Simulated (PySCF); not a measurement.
**SMILES CC=C=C=C=C(C)[Se]C, C8H10Se**

Molfile (atoms numbered from 1):
```
C8H10Se
     RDKit          3D

 19 18  0  0  0  0  0  0  0  0999 V2000
    4.1588   -0.6133    0.4815 C   0  0  0  0  0  0  0  0  0  0  0  0
    3.0619   -0.4243   -0.5196 C   0  0  0  0  0  0  0  0  0  0  0  0
    1.9119    0.1781   -0.2838 C   0  0  0  0  0  0  0  0  0  0  0  0
    0.7962    0.7656   -0.0435 C   0  0  0  0  0  0  0  0  0  0  0  0
   -0.3195    1.3538    0.1901 C   0  0  0  0  0  0  0  0  0  0  0  0
   -1.4719    1.9465    0.4373 C   0  0  0  0  0  0  0  0  0  0  0  0
   -1.7247    3.4144    0.2552 C   0  0  0  0  0  0  0  0  0  0  0  0
   -2.9852    0.9686    1.0686 Se  0  0  0  0  0  2  0  0  0  0  0  0
   -2.1951   -0.7953    1.1309 C   0  0  0  0  0  0  0  0  0  0  0  0
    4.3747   -1.6855    0.6247 H   0  0  0  0  0  0  0  0  0  0  0  0
    5.0933   -0.1466    0.1274 H   0  0  0  0  0  0  0  0  0  0  0  0
    3.8971   -0.1766    1.4546 H   0  0  0  0  0  0  0  0  0  0  0  0
    3.2380   -0.8229   -1.5297 H   0  0  0  0  0  0  0  0  0  0  0  0
   -2.0382    3.8766    1.2054 H   0  0  0  0  0  0  0  0  0  0  0  0
   -0.8179    3.9220   -0.0992 H   0  0  0  0  0  0  0  0  0  0  0  0
   -2.5308    3.5826   -0.4774 H   0  0  0  0  0  0  0  0  0  0  0  0
   -1.3419   -0.8039    1.8216 H   0  0  0  0  0  0  0  0  0  0  0  0
   -2.9772   -1.4758    1.4936 H   0  0  0  0  0  0  0  0  0  0  0  0
   -1.8691   -1.1003    0.1280 H   0  0  0  0  0  0  0  0  0  0  0  0
  1  2  1  0
  2  3  2  0
  3  4  2  0
  4  5  2  0
  5  6  2  0
  6  7  1  0
  6  8  1  0
  8  9  1  0
  1 10  1  0
  1 11  1  0
  1 12  1  0
  2 13  1  0
  7 14  1  0
  7 15  1  0
  7 16  1  0
  9 17  1  0
  9 18  1  0
  9 19  1  0
M  END
```

Computed, not measured: PySCF, TDDFT CAM-B3LYP/aug-cc-pVDZ circular dichroism and optical rotation, one conformer, gas phase. Geometry: PBE0-D3(BJ)/def2-SVP.

The calculation is non-relativistic, which matters for the atoms heavier than Zn. No stereocentre is labelled: unless the shape is locked (an allene, a helicene, a hindered biaryl), the mirror image is equally populated and a measured rotation or CD is zero.

Problem. What is the specific rotation at 633, 589.3, 546, 436 nm?

Solution. [α] in deg dm⁻¹ (g/mL)⁻¹:
| λ (nm) | origin-invariant length gauge | modified velocity gauge | length gauge (centre of mass) | isotropic polarisability (au) |
| --- | --- | --- | --- | --- |
| 633 | -316.2 | -315.4 | -311.4 | 176.4 |
| 589.3 | -378.6 | -377.6 | -372.8 | 178.6 |
| 546 | -462.2 | -461.0 | -455.1 | 181.6 |
| 436 | -891.5 | -888.9 | -877.3 | 195.6 |

The shortest wavelength is close to the first absorption, where this undamped response comes out too large.

Problem. And for the mirror image at 589.3 nm?

Solution. +378.6 deg dm⁻¹ (g/mL)⁻¹ (origin-invariant length gauge): the same size and the opposite sign.

Problem. What is the molar rotation [Φ] = [α]·M/100 of the geometry above at 589.3 nm?

Solution. With M = 185.14 g/mol, -700.9 deg cm² dmol⁻¹ (origin-invariant length gauge).

The first excitation lies at 3.19 eV (389 nm) with R = -0.1 × 10⁻⁴⁰ esu² cm² (velocity form).
